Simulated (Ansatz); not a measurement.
Total energies of AlGaH₄.

```xyz
6

Al   -0.452   -0.230    0.893
Ga    1.125    0.596   -0.784
H    -0.031   -1.604    1.554
H    -1.390    0.895    1.492
H    -0.635   -0.369   -0.804
H     1.382    0.712   -2.350
```

Charge 0, multiplicity 1. Correlated methods include outer-core shells of Ga, which these sets cover unevenly. Scalar relativity is left out up to krypton. The bonds changed during the relaxation, so this is another structure than the one it started from. The geometry is a stationary point of PBE0-D4/def2-TZVP. Basis def2-TZVPP, the Gaussian-basis code of Ansatz.

RPA on PBE orbitals: Hartree–Fock energy of these orbitals -2167.40720 Eh, correlation -0.58206 Eh (frozen core).

```
functional  energy without D4 (Eh)  D4 term (kJ/mol)
    r2SCAN             -2169.60585              -2.0
   ωB97M-V             -2169.50905                 –
```

Q: Give the same for LDA (SPW92), PBE, revPBE, BLYP, B97M-V, PBE0, B3LYP, r2SCANh, r2SCAN0, HSE06 (plane-wave form), BHLYP, CAM-B3LYP, LC-ωPBE, ωB97X-V, B2PLYP, PBE-QIDH. (Estimate.)

A: Ansatz gave: 
```
             functional  energy without D4 (Eh)  D4 term (kJ/mol)
            LDA (SPW92)             -2165.52165                 –
                    PBE             -2169.20991              -9.0
                 revPBE             -2169.45867             -23.3
                   BLYP             -2169.71767             -19.3
                 B97M-V             -2169.23242                 –
                   PBE0             -2169.27391              -7.6
                  B3LYP             -2169.73172             -14.8
                r2SCANh             -2169.59244              -2.1
                r2SCAN0             -2169.57343              -2.4
HSE06 (plane-wave form)             -2169.26664              -7.2
                  BHLYP             -2169.62005             -13.6
              CAM-B3LYP             -2169.76708              -7.9
                LC-ωPBE             -2169.30942                 –
                ωB97X-V             -2169.42659                 –
                 B2PLYP             -2169.15751                 –
               PBE-QIDH             -2168.84232                 –
```

B3LYP takes the VWN-RPA correlation (the form of Gaussian; ORCA's B3LYP/G). HSE06 is the plane-wave form, built on full-range PBE exchange. The double hybrids freeze the cores in their second-order part.

LC-ωPBE has ω = 0.4 bohr⁻¹.
